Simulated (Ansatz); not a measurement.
```xyz
8

F     1.4985    1.6224    0.5444
Si    0.0311    1.1261    0.2274
F    -0.4947    1.9871   -0.9900
F    -0.8626    1.4992    1.4773
Ge   -0.0329   -1.1902   -0.2404
H     0.8654   -1.4830   -1.4473
H    -1.4763   -1.5987   -0.5550
H     0.4715   -1.9628    0.9835
```

Charge 0, multiplicity 1.

(1) List the ωB97M-V/def2-TZVPP orbital energies in eV (the Gaussian-basis code of Ansatz). (An estimate is asked.)

Results:

(1) The calculation gave: Occupied: -10866.97, -1809.65, -1362.86, -1210.59, -1210.58, -1210.58, -678.07, -678.07, -678.06, -174.61, -150.44, -123.86, -123.84, -123.84, -104.59, -104.59, -104.53, -37.18, -36.65, -36.65, -36.64, -36.58, -36.58, -36.43, -36.43, -19.77, -18.62, -17.27, -17.27, -16.48, -15.87, -15.87, -15.17, -15.17, -14.67, -12.50, -12.50, -11.36. Lowest empty: 1.81, 1.81, 2.12, 2.84, 3.72, 3.89, 3.89, 5.90.
